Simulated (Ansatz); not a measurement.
CH3F2Sb, singlet, geometry from GFN2-xTB (all electrons, no relativity); CASSCF(2,4)/STO-3G run with Ansatz (a quantum-chemistry and plane-wave program).

Ansatz was given this input:
Ansatz 0.2 input:
```yaml
crystal:
  periodic: [false, false, false]
  atoms:
    - {symbol: Sb, position_ang: [-0.06289308, -0.03461843, 0.41473814]}
    - {symbol: F, position_ang: [-1.07840591, -1.09199704, -0.94255138]}
    - {symbol: F, position_ang: [-0.39278737, 1.65017982, -0.60758541]}
    - {symbol: C, position_ang: [1.73426446, -0.34631358, -0.73492884]}
    - {symbol: H, position_ang: [1.48347466, -0.10257166, -1.76081180]}
    - {symbol: H, position_ang: [2.03930715, -1.38207609, -0.65711335]}
    - {symbol: H, position_ang: [2.51991777, 0.30442446, -0.37291580]}
basis:
  gaussian:
    orbitals: STO-3G
hamiltonian:
  xc: hf
magnetization: {spin_polarized: false}
correlation: {active_space: {window: {electrons: 2, orbitals: 4}}}
```

Output, abridged:

```
Functional definition: HF
535 factors; integrals over basis functions are off by at most 3.4e-5 eV
mean field evaluation 1: about -176504.9858 eV, gradient 2.2e1 eV
mean field evaluation 2: about -176505.1188 eV, gradient 2.2e1 eV
mean field evaluation 4: about -176508.5140 eV, gradient 1.9e0 eV
mean field evaluation 8: about -176508.5406 eV, gradient 1.3e-4 eV
mean field -176508.54062275 eV, -6486.5692261001 hartree, gradient 3.1e-6 eV, S^2 0.000000; 0 other end points of the search recorded, 0 dependent functions left out
reference -176508.54062275 eV, -6486.5692261001 hartree; 39, 39 occupied and 6, 6 virtual orbitals, 535 factors
state -176509.38049084 eV, -6486.6000906831 hartree
Total energy: -176509.38049084 eV, -6486.6000906831 hartree
```
